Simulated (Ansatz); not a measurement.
Cost and result for the atomization energy of `[F][Sn]([Cl])([Cl])[Cl]` (5 atoms, 4 bonds).

Total charge 0; spin multiplicity 1. Correlated methods include outer-core shells of Sn, which these sets cover unevenly. Sn takes the def2 core potential. All single points use the PBE0-D4/def2-TZVP geometry. Program: Ansatz. All runs use 4 threads of a server CPU on a shared host. Times are those of one run each, without the atoms' runs, and a repeat can differ threefold. Electronic energies, without spin–orbit coupling; frozen cores. CCSD(T)/CBS adds CCSD(T) − MP2 in def2-TZVPP to the MP2 limit, and its time is that of the two runs behind it. T1 = 0.012. With those shells the extrapolation isn't a true limit. B3LYP takes the VWN-RPA correlation (the form of Gaussian; ORCA's B3LYP/G). HSE06 is the plane-wave form, built on full-range PBE exchange.

CCSD(T)/CBS is a level of theory with its own doubt, some kJ/mol a heavy atom from the limit and from the frozen cores, so smaller differences don't rank the functionals.

```
                            level  functions  wall time
           LDA (SPW92)/def2-TZVPP        207      0.9 s
  PBE-D4/def2-TZVPP (with forces)        207      1.8 s
              BHLYP-D4/def2-TZVPP        207      2.6 s
              HSE06-D4/def2-TZVPP        207      2.7 s
                 CCSD(T)/def2-SVP         94      2.9 s
               RPA@PBE/def2-TZVPP        207      3.3 s
B3LYP-D4/def2-TZVPP (with forces)        207      3.6 s
              PBE-QIDH/def2-TZVPP        207      3.7 s
            r2SCANh-D4/def2-TZVPP        207      3.8 s
                B97M-V/def2-TZVPP        207      4.8 s
                   MP2/def2-QZVPP        349        9 s
               CCSD(T)/def2-TZVPP        207       79 s
                CCSD(T)/CBS(def2)          –       88 s
```

Task: What atomization energy does each give, and how far from CCSD(T)/CBS? (Estimate.)

Result: Computed: 
```json
{"level": "LDA (SPW92)/def2-TZVPP", "atomization (kcal/mol)": "401.9", "difference from CCSD(T)/CBS": "56.1", "per bond": "14.0"}
{"level": "PBE-D4/def2-TZVPP (with forces)", "atomization (kcal/mol)": "349.0", "difference from CCSD(T)/CBS": "3.2", "per bond": "0.8"}
{"level": "BHLYP-D4/def2-TZVPP", "atomization (kcal/mol)": "316.4", "difference from CCSD(T)/CBS": "-29.4", "per bond": "-7.3"}
{"level": "HSE06-D4/def2-TZVPP", "atomization (kcal/mol)": "337.8", "difference from CCSD(T)/CBS": "-8.0", "per bond": "-2.0"}
{"level": "CCSD(T)/def2-SVP", "atomization (kcal/mol)": "300.8", "difference from CCSD(T)/CBS": "-45.0", "per bond": "-11.2"}
{"level": "RPA@PBE/def2-TZVPP", "atomization (kcal/mol)": "291.2", "difference from CCSD(T)/CBS": "-54.6", "per bond": "-13.6"}
{"level": "B3LYP-D4/def2-TZVPP (with forces)", "atomization (kcal/mol)": "329.2", "difference from CCSD(T)/CBS": "-16.6", "per bond": "-4.2"}
{"level": "PBE-QIDH/def2-TZVPP", "atomization (kcal/mol)": "336.6", "difference from CCSD(T)/CBS": "-9.2", "per bond": "-2.3"}
{"level": "r2SCANh-D4/def2-TZVPP", "atomization (kcal/mol)": "338.3", "difference from CCSD(T)/CBS": "-7.5", "per bond": "-1.9"}
{"level": "B97M-V/def2-TZVPP", "atomization (kcal/mol)": "352.5", "difference from CCSD(T)/CBS": "6.7", "per bond": "1.7"}
{"level": "MP2/def2-QZVPP", "atomization (kcal/mol)": "356.4", "difference from CCSD(T)/CBS": "10.6", "per bond": "2.6"}
{"level": "CCSD(T)/def2-TZVPP", "atomization (kcal/mol)": "326.1", "difference from CCSD(T)/CBS": "-19.7", "per bond": "-4.9"}
{"level": "CCSD(T)/CBS(def2)", "atomization (kcal/mol)": "345.8", "difference from CCSD(T)/CBS": "0.0", "per bond": "0.0"}
```

From PBE to PBE0 (25 % exact exchange), in def2-TZVPP and without D4, the atomization energy moves by −10.7 kcal/mol: exact exchange takes away binding that semilocal exchange gives to molecules. At CCSD(T), def2-SVP lies −45.0 kcal/mol from the extrapolated value and def2-TZVPP −19.7 kcal/mol: correlation converges slowly with the basis, and small sets miss more of it in the bonded molecule than in its fragments. In def2-TZVPP, CCSD(T) changes the Hartree–Fock value by +95.7 kcal/mol (the triples alone add +10.8 kcal/mol) and MP2 by +113.7 kcal/mol; breaking electron pairs costs correlation energy, which Hartree–Fock lacks.

Spin–orbit coupling would lower the free Sn atoms strongly, and the atomization energy with them, by more than many differences here. For some Ge, Se and Sn compounds the MP2-based and the directly extrapolated limit differ by 10 to 25 kJ/mol.
